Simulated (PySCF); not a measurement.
## How methods differ on the ionisation energy of Sb

Sb [Kr] 4d10 5s2 5p3 (4S) → Sb⁺ [Kr] 4d10 5s2 5p2 (3P), as a difference of total energies. All numbers are calculated (PySCF 2.14, scalar relativity by spin-free X2C-1e, in x2c-TZVPPall with one added diffuse shell each of s, p, d, f type (9s7p5d3f, 76 functions)). Correlated levels: valence: [Kr] 4d10 frozen; valence and next inner shell: [Ar] 3d10 frozen. The calculations carry no spin-orbit coupling.

```csv
method,ionisation energy (eV),plus first-order spin-orbit estimate,error of that sum (eV)
UHF,8.598,8.196,-0.412
LDA,9.150,8.748,+0.140
PBE,8.976,8.574,-0.034
PBE0,9.054,8.652,+0.044
r2SCAN,9.185,8.782,+0.174
wB97X-V,8.836,8.434,-0.174
TPSS,8.990,8.587,-0.021
CAM-B3LYP,8.974,8.572,-0.036
wB97X,8.779,8.377,-0.231
MP2 (valence),9.002,8.600,-0.008
SCS-MP2 (valence),8.878,8.476,-0.132
MP2 (valence and next inner shell),9.139,8.737,+0.129
SCS-MP2 (valence and next inner shell),8.966,8.564,-0.044
```

Reference: 8.608 eV (measured; NIST Atomic Spectra Database, ionization energies).

A first-order spin-orbit estimate (lowest level to lowest level, LS coupling) adds -0.402 eV.

Errors of the correlated levels include the incompleteness of this basis and the frozen core.
